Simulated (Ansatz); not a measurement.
A calculation with Ansatz (development build ahead of 0.2.0).

```yaml
crystal:
  periodic: [false, false, false]
  atoms:
    - { symbol: H, position_ang: [2.24427, -0.00964, 0.0072] }
    - { symbol: H, position_ang: [2.03042, 0.98308, -0.00548] }
    - { symbol: H, position_ang: [1.40381, 1.76577, -0.00881] }
    - { symbol: H, position_ang: [0.49711, 2.19184, -0.00268] }
    - { symbol: H, position_ang: [-0.49803, 2.20021, 0.00051] }
    - { symbol: H, position_ang: [-1.41205, 1.75385, -0.00023] }
    - { symbol: H, position_ang: [-2.03413, 0.9747, -0.00321] }
    - { symbol: H, position_ang: [-2.24355, -0.00284, 0.00932] }
    - { symbol: H, position_ang: [-2.02662, -0.97049, 0.00882] }
    - { symbol: H, position_ang: [-1.39506, -1.76885, -0.00157] }
    - { symbol: H, position_ang: [-0.49443, -2.19114, 0.00527] }
    - { symbol: H, position_ang: [0.49958, -2.19006, 0.00404] }
    - { symbol: H, position_ang: [1.40809, -1.76738, -0.00351] }
    - { symbol: H, position_ang: [2.0339, -0.96864, -0.00243] }
basis:
  gaussian: { orbitals: cc-pVDZ }
hamiltonian:
  xc: hf
```

The input is written out in the form of the current development build from the run's settings.

Results

| Property | Result |
| --- | --- |
| Converged | yes |
| Total energy | -7.52782 hartree |
| Spin squared of the determinant | 0.000 |

Caution: stretched shape with no unrestricted run beside it, a lower state can exist.
